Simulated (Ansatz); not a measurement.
System: C4H10N (charge 0, doublet). It need not be the lowest isomer of its formula. 
Geometry from a B3LYP-D3(BJ)/def2-TZVP (Ansatz, a first-principles code) optimisation:
```
C
C 1 1.4889
H 2 1.0925 1 112.01
H 2 1.0931 3 108.40 1 123.48
H 2 1.1031 3 106.71 4 114.01
C 1 1.4891 2 118.53 3 164.68
H 6 1.0891 1 111.33 2 -171.08
H 6 1.0935 7 109.18 1 -123.57
H 6 1.1031 7 107.31 8 -114.78
C 1 1.4945 2 118.36 3 -37.56
H 10 1.1001 1 108.77 2 28.68
H 10 1.1038 11 105.74 1 117.66
N 10 1.4669 11 113.56 12 116.43
H 13 1.0127 10 110.70 11 -61.80
H 13 1.0138 14 107.55 10 -120.36
```
Charge 0, spin multiplicity 2.

Wanted: atomisation energy (electronic, to ground-state atoms), in eV. Correlated levels leave the core frozen unless marked. Open shells are spin-unrestricted. No spin-orbit coupling. Non-relativistic. The coupled-cluster limit lacks core correlation, which all-electron functionals hold. Basis-set limits of correlation are two-point, X^-3; Hartree-Fock from the larger set.

```csv
level,program,atomisation energy (eV)
r2SCAN-D4/def2-TZVPD,Ansatz + dftd4,59.32
PBE0/6-31G*,Ansatz,59.42
```

Task: What does CCSD(T)/CBS(cc-pVTZ,cc-pVQZ) (Ansatz) give?

Result: 59.04 eV, so PBE0/6-31G* differs from it by 0.38 eV.
